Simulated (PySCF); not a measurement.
Two-component Hartree-Fock for S (sulfur, neutral)

Start: [Ne] 3s1 3p5; 3s1/2 filled at m_j = +1/2; 3p1/2 filled at m_j = -1/2, +1/2; 3p3/2 filled at m_j = -1/2, +1/2, +3/2. Calculated with PySCF 2.14 in x2c-SVPall-2c with one added diffuse shell each of s, p type (5s5p1d, 25 functions): generalised Hartree-Fock with the X2C-1e Hamiltonian and a Gaussian nucleus; one run each with spin-orbit coupling (SO) switched off, then screened by Boettger's factors. This is a chosen level, not necessarily the ground level.

```
spinor shell  electrons  ε, spin-free (eV)  ε, screened SO (eV)  weight of nominal j (screened SO)  rms radius, screened SO (bohr)
       1s1/2          2            -2512.2              -2512.2                              1.000                           0.112
       2s1/2          2            -248.06              -248.04                              1.000                           0.517
       2p1/2          2            -184.04              -185.16                              0.924                           0.489
       2p3/2          4            -184.04              -183.47                              0.962                           0.491
       3s1/2          1            -28.619              -28.609                              1.000                            1.80
       3p1/2          2            -11.962              -11.629                              0.666                            2.31
       3p3/2          3            -11.962              -12.183                              0.777                            2.26
```

| quantity | spin-free | screened SO |
| --- | --- | --- |
| E (hartree) | -398.01647 | -398.01772 |
| M_J | 2 | 2 |
| ⟨J²⟩ | 6.043 | 6.043 |
| ⟨L²⟩ | 2.002 | 2.002 |
| ⟨S²⟩ | 2.041 | 2.040 |

Each row is a mean over spinors that exchange with the open shell spreads, by up to 5.078 eV (3p1/2).

Rows whose weight is well below 1 are mixtures of j = l ± 1/2: exchange outweighs spin-orbit coupling there, and the label is only the starting occupation.

Without spin-orbit coupling the j labels of p, d and f shells carry no meaning; the spin-free column gives the mean over the occupied spinors of each nl shell.
